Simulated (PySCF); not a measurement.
## Computed properties of CH4AlCl2N, SMILES C[NH][Al]([Cl])[Cl]

Al(Cl)2(NHMe) (CH4AlCl2N), SMILES C[NH][Al]([Cl])[Cl]. Coordinates come from a B3LYP-D3(BJ)/def2-SVP optimisation. The structure was generated by enumeration; whether it is a known compound was not checked. One conformer was computed; it need not be the lowest. All values are computed for the isolated molecule unless a solvent is named; none is compared with measurement here.

**Structure.** The optimised structure has Cs symmetry. All 21 harmonic modes at B3LYP-D3(BJ)/def2-SVP (PySCF) are real, so it is a minimum. With heavy atoms numbered as in [Al:1]([Cl:2])([Cl:3])[NH:4][CH3:5], the shortest bond between them is N4–C5 at 1.455 Å and the longest Al1–Cl3 at 2.099 Å.

**Vibrations.** The strongest infrared lines (harmonic, unscaled, degenerate partners summed) lie at 621 cm⁻¹ (169 km/mol, Al 69 %, Cl 29 %), 1149 cm⁻¹ (124 km/mol, N 46 %, C 34 %, H 17 %), 779 cm⁻¹ (96 km/mol, Al 46 %, N 27 %, C 13 %, H 12 %). The softest mode is at 106 cm⁻¹ and the zero-point energy is 36.2 kcal/mol.

**Electronic structure.** HF/def2-TZVP (PySCF) places the frontier levels at -10.56 and 2.37 eV, a gap of 12.93 eV, and gives a dipole moment of 2.37 D and a mean polarisability of 60.5 bohr³. PBE/def2-TZVP (PySCF) at the same geometry gives -5.94 and -1.48 eV, so its gap is 8.47 eV narrower. An orbital gap is neither the optical nor the fundamental gap.

**Excitations.** TDA-CAM-B3LYP/def2-SVPD (PySCF) has S1 at 5.47 eV (226 nm, f = 0.017, weak); the most intense of the 10 singlets computed lies at 8.01 eV (f = 0.17). T1 (TDA) is at 5.10 eV, 0.37 eV under S1. TDA-PBE/def2-SVPD (PySCF) puts S1 at 4.45 eV. No vertical singlet excitation falls in the visible range (under 3.1 eV).

**NMR.** GIAO shifts at B3LYP/pcSseg-1 (PySCF) (non-relativistic, atoms alike by connectivity averaged): ¹³C at 35.1 ppm against TMS; ¹H from 1.2 to 3.1 ppm against TMS. Without spin–orbit terms, shifts of atoms bonded to Cl or Br come out too high.
